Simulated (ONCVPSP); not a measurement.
**An all-electron radial function and its pseudo partner (Cu)**

Columns: radius, all-electron u(r) and pseudo u(r) of the 3d shell (level -5.04 eV) of copper in the configuration [Ne] 3s2 3p6 3d10 4s1; PBE, scalar-relativistic, ONCV scheme, ONCVPSP 4.0.1.

```json
{"r (bohr)": "0.050", "all-electron": "0.0198", "pseudo": "0.0038"}
{"r (bohr)": "0.100", "all-electron": "0.1033", "pseudo": "0.0295"}
{"r (bohr)": "0.150", "all-electron": "0.2349", "pseudo": "0.0947"}
{"r (bohr)": "0.200", "all-electron": "0.3850", "pseudo": "0.2064"}
{"r (bohr)": "0.250", "all-electron": "0.5311", "pseudo": "0.3570"}
{"r (bohr)": "0.300", "all-electron": "0.6598", "pseudo": "0.5274"}
{"r (bohr)": "0.350", "all-electron": "0.7657", "pseudo": "0.6953"}
{"r (bohr)": "0.400", "all-electron": "0.8473", "pseudo": "0.8420"}
{"r (bohr)": "0.450", "all-electron": "0.9063", "pseudo": "0.9549"}
{"r (bohr)": "0.500", "all-electron": "0.9444", "pseudo": "1.0228"}
{"r (bohr)": "0.550", "all-electron": "0.9653", "pseudo": "1.0441"}
{"r (bohr)": "0.600", "all-electron": "0.9720", "pseudo": "1.0283"}
{"r (bohr)": "0.650", "all-electron": "0.9675", "pseudo": "0.9948"}
{"r (bohr)": "0.700", "all-electron": "0.9546", "pseudo": "0.9621"}
{"r (bohr)": "0.750", "all-electron": "0.9355", "pseudo": "0.9362"}
{"r (bohr)": "0.800", "all-electron": "0.9121", "pseudo": "0.9120"}
{"r (bohr)": "0.850", "all-electron": "0.8856", "pseudo": "0.8856"}
{"r (bohr)": "0.900", "all-electron": "0.8572", "pseudo": "0.8572"}
{"r (bohr)": "0.950", "all-electron": "0.8278", "pseudo": "0.8278"}
{"r (bohr)": "1.000", "all-electron": "0.7979", "pseudo": "0.7979"}
{"r (bohr)": "1.050", "all-electron": "0.7680", "pseudo": "0.7680"}
{"r (bohr)": "1.100", "all-electron": "0.7386", "pseudo": "0.7385"}
{"r (bohr)": "1.150", "all-electron": "0.7096", "pseudo": "0.7096"}
{"r (bohr)": "1.200", "all-electron": "0.6815", "pseudo": "0.6815"}
{"r (bohr)": "1.250", "all-electron": "0.6543", "pseudo": "0.6543"}
{"r (bohr)": "1.300", "all-electron": "0.6280", "pseudo": "0.6280"}
```

(1) How many radial nodes do the two functions have?

(2) At about which radius was the pseudo-wave matched?

(3) Is the pseudo-wave norm-conserving?

Answers

(1) The all-electron 3d function has n − l − 1 = 0; the pseudo-wave has 0.

(2) 0.80 bohr, where the columns begin to agree (steps of 0.05 bohr).

(3) Yes: the ONCV scheme keeps the norm inside the radius equal to the all-electron one, which fixes the energy derivative of the logarithmic derivative at the level.
